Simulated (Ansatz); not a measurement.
The cluster Cs₄F₃, relaxed as a doublet with UKS PBE-D4/def2-SVP in Ansatz, starting from the GFN1-xTB geometry. Force threshold 0.02 eV/Å.

In the def2 sets Cs takes a core potential; there is no spin–orbit coupling. The structure comes from a short search, and lower isomers may exist.

Start:

```xyz
7

Cs    1.863    1.900   -0.372
Cs   -0.905    0.633    2.524
Cs   -1.644    0.290   -1.885
Cs    0.848   -2.328    0.249
F    -0.286    2.351   -1.344
F    -0.925   -2.042   -1.457
F     1.047   -0.804    2.287
```

```
step  energy (eV)  largest force component (eV/Å)  SCF passes
   1  -10336.8226                           1.366          19
   2  -10337.4598                           0.504          25
   3  -10337.7356                           0.341          24
   4  -10337.9068                           0.397          21
   5  -10338.0580                           0.376          21
   6  -10338.1805                           0.256          20
   7  -10338.2725                           0.277          21
   8  -10338.3950                           0.309          25
   9  -10338.4613                           0.266          23
  10  -10338.5013                           0.228          25
  11  -10338.5297                           0.060          20
  12  -10338.5726                           0.145          23
  13  -10338.6503                           0.225          24
  14  -10338.7545                           0.245          23
  15  -10338.8369                           0.110          21
  16  -10338.8919                           0.061          24
  17  -10338.9065                           0.023          23
  18  -10338.9078                           0.003          18
```

Force components are those of the run's own axes.

End:

```xyz
7

Cs    2.203    1.792   -0.156
Cs   -1.251    0.426    1.774
Cs   -1.494    0.256   -2.403
Cs    1.041   -2.642    0.080
F    -0.511    1.900   -0.454
F    -1.392   -1.443   -0.264
F     1.403   -0.289    1.423
```

Bonds formed: Cs1–F7, Cs2–F5, Cs2–F6 (atoms count from 1). The end is the same structure that another start reached, the lowest one found.

No frequencies were taken in this run, so the end may be a saddle point.

It took 67 s on 4 threads of Arm Neoverse V2 on a shared host.
